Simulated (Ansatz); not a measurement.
Gas-phase electronic energies from Ansatz, PBE0-D4/def2-TZVP geometries. CCSD(T)/CBS is the MP2 limit (def2-TZVPP, def2-QZVPP) plus CCSD(T) − MP2 in def2-TZVPP, frozen cores. Functionals use def2-TZVPP. For Ge outer-core shells are correlated without core-valence functions, which leaves a few kJ/mol of doubt a bond. Scalar relativity is left out up to krypton. Each species was taken in one conformer, which may not be the lowest.

Reaction (substitution at a C–Ge bond): `[CH3][Ge]([F])([F])[C]#N` + `O=C(O)O` → `COC(=O)O` + `N#[C][GeH]([F])[F]`

| species | BLYP energy (Eh) |
| --- | --- |
| `[CH3][Ge]([F])([F])[C]#N` | -2409.68188 |
| `O=C(O)O` | -265.08903 |
| `COC(=O)O` | -304.37797 |
| `N#[C][GeH]([F])[F]` | -2370.35830 |

Work out ΔE.

ΔE = (-304.37797) + (-2370.35830) − (-2409.68188) − (-265.08903) = 0.03464 Eh = +21.7 kcal/mol. CCSD(T)/CBS gives +24.3 kcal/mol.

Largest T1 diagnostic among the species: 0.014.

In def2-TZVPP, CCSD(T) changes the Hartree–Fock value by +2.6 kcal/mol (the triples alone add +0.0 kcal/mol) and MP2 by +4.1 kcal/mol. At CCSD(T), def2-SVP lies −3.8 kcal/mol from the extrapolated value and def2-TZVPP −0.6 kcal/mol.
